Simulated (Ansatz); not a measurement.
Coupled-cluster run, `NB(F)[SeH]`.

```yaml
crystal:
  periodic: [false, false, false]
  atoms:
    - {symbol: N, position_ang: [-0.555520, 0.680660, 0.839843]}
    - {symbol: B, position_ang: [0.205446, -0.192809, 0.067289]}
    - {symbol: F, position_ang: [1.102402, -0.981814, 0.663935]}
    - {symbol: Se, position_ang: [-0.014719, -0.287876, -1.885554]}
    - {symbol: H, position_ang: [-1.246714, 1.303646, 0.464595]}
    - {symbol: H, position_ang: [-0.444839, 0.729865, 1.838357]}
    - {symbol: H, position_ang: [1.015245, -1.319670, -2.034265]}
basis:
  gaussian: {orbitals: def2-SVP}
correlation: {method: ccsd_t}
```

```sh
$ ansatz run in.yaml --threads 2 --pin off --events-out ev --progress --plain --max-ram 4352MiB
```

The program prints (abridged):

```
Functional definition: HF
874 factors; integrals over basis functions are off by at most 1.3e-3 eV
mean field evaluation 1: about -70198.9918 eV, gradient 3.4e1 eV
mean field evaluation 2: about -70199.0475 eV, gradient 3.4e1 eV
mean field evaluation 4: about -70201.6076 eV, gradient 2.6e0 eV
mean field evaluation 8: about -70201.6404 eV, gradient 2.1e-1 eV
mean field -70201.64056316 eV, -2579.8627063150 hartree, gradient 7.4e-7 eV, S^2 0.000000; 0 other end points of the search recorded, 0 dependent functions left out
12 core orbitals not correlated: weight in the atoms' cores, before any rotation towards them, 1.000 or more for the frozen orbitals, at most 0.000 for the correlated occupied ones
reference -70201.64056316 eV, -2579.8627063150 hartree; 17, 17 occupied and 60, 60 virtual orbitals, 874 factors
second order -18.28524373 eV of doubles, -0.00000000 eV of singles
cycle   1  -18.39064900 eV  change   -1.1e-1 eV  update   9.0e-2
cycle   2  -18.79618929 eV  change   -4.1e-1 eV  update   2.6e-2
cycle   3  -18.88298219 eV  change   -8.7e-2 eV  update   1.3e-2
cycle   4  -18.87574893 eV  change    7.2e-3 eV  update   3.1e-3
cycle   5  -18.87424748 eV  change    1.5e-3 eV  update   1.2e-3
cycle   6  -18.87442110 eV  change   -1.7e-4 eV  update   3.8e-4
cycle   7  -18.87413473 eV  change    2.9e-4 eV  update   1.1e-4
cycle   8  -18.87411882 eV  change    1.6e-5 eV  update   3.8e-5
perturbative correction -0.45670687 eV, -0.0167836679 hartree
Total energy: -70220.97138884 eV, -2580.5731010561 hartree
```

Run time 4.7 s (2 threads of an AMD EPYC 7R32 on a shared host); peak host memory 0.36 GiB.

MP2 recovers 94.6 % of the CCSD(T) correlation energy and the triples give 2.4 %; T1 = 0.0107.
